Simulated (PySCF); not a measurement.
Mapped SMILES: `[CH3:1][CH:2]([CH3:3])[SiH2:4][c:5]1[cH:6][cH:7][cH:8][s:9]1` (H(Xn): hydrogen on atom n).

Geometry: PBE0-D3(BJ)/def2-SVP; GIAO absolute shieldings from PySCF 2.14.0 with density-fitted response routines, gas phase, non-relativistic, averaged over equivalent atoms.

At PBE0/pcSseg-1 (227 basis functions, 87 s wall time on 1 thread of an Arm Neoverse N1, shared host):
```
      atoms  σ (ppm)
         C6     41.0
         C8     43.1
         C5     44.8
         C7     52.0
      C1/C3    165.0
         C2    167.8
        Si4    383.3
         S9    245.3
      H(C8)    23.71
      H(C6)    23.82
      H(C7)    24.06
     H(Si4)    26.70
H(C1)/H(C3)    30.27
      H(C2)    30.36
```

Predict the values at B3LYP/pcSseg-1 on the same geometry.

Results:


```
      atoms  σ at B3LYP/pcSseg-1  change
         C6                 35.8    -5.2
         C8                 37.2    -5.9
         C5                 37.0    -7.8
         C7                 46.7    -5.3
      C1/C3                159.2    -5.8
         C2                160.6    -7.2
        Si4                369.8   -13.5
         S9                222.1   -23.2
      H(C8)                23.96   +0.25
      H(C6)                24.06   +0.24
      H(C7)                24.30   +0.24
     H(Si4)                26.93   +0.23
H(C1)/H(C3)                30.37   +0.10
      H(C2)                30.50   +0.14
```

The largest change is at S9 (aromatic ring sulfur). Cost: 227 basis functions, 80 s wall time on 1 thread of an Arm Neoverse N1, shared host. The order of the carbon signals changes between the two levels.
